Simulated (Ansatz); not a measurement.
`C/C(N)=C\[SiH3]` + `[CH3][Cd][F]` → `C[CH2][Cd][F]` + `N/C=C/[SiH3]` at 700 K and 1 bar (formal exchange of groups at a C–C bond).

Program: Ansatz. Geometries: PBE0-D4/def2-TZVP. ΔE: electronic, gas phase. CBS: MP2 limit from def2 TZ/QZ plus the TZ coupled-cluster correction, frozen cores. Double bonds are as drawn, so ΔE can hold a change between cis and trans. def2 core potentials past Kr. For Cd outer-core shells are correlated without core-valence functions, which leaves a few kJ/mol of doubt a bond. Each species was taken in one conformer, which may not be the lowest.

```csv
species,CCSD(T)/CBS energy (Eh),H − E (kJ/mol),S (J/(mol·K))
`C/C(N)=C\[SiH3]`,-463.33913,386.3,505.5
`[CH3][Cd][F]`,-307.37791,145.8,356.4
`C[CH2][Cd][F]`,-346.63236,238.0,424.9
`N/C=C/[SiH3]`,-424.07389,295.6,427.6
```

H − E and S are ideal-gas, rigid-rotor, harmonic terms from PBE0-D4/def2-TZVP, for one conformer and one mirror image of each species. 1 Eh = 2625.50 kJ/mol, R = 8.31446 J/(mol·K).

Question: By hand: ΔE, ΔH, ΔS and ΔG.

Answer: ΔE = (-346.63236) + (-424.07389) − (-463.33913) − (-307.37791) = 0.01079 Eh = 28.3 kJ/mol. Δ(H − E) = 238.0 + 295.6 − 386.3 − 145.8 = 1.5, so ΔH = 29.8 kJ/mol. ΔS = 424.9 + 427.6 − 505.5 − 356.4 = -9.4 J/(mol·K). ΔG = 29.8 − 700 × (-9.4)/1000 = 36.4 kJ/mol.

Question: By hand: the equilibrium constant, and the temperature at which ΔG would vanish if ΔH and ΔS stayed fixed.

Answer: log₁₀ K = −ΔG/(RT ln 10) = -2.7. ΔH and −TΔS have one sign here, so there is no such temperature.

The number of gas molecules stays the same, so ΔS is small and ΔH decides. A doubt of 5 kJ/mol in ΔE shifts log₁₀ K by 0.4 here. Other conformers and mirror images would add mixing entropy, several J/(mol·K) or more a flexible species. Modes under 60 cm⁻¹, often nearly free rotors, make the harmonic entropy too high. These are equilibria of isolated gas molecules and say nothing of rates. Largest T1 diagnostic: 0.014 (customary marks: 0.02 for closed shells, 0.045 for open ones).

ΔS is within the doubt of such terms, so its sign, and with it that verdict, could turn.
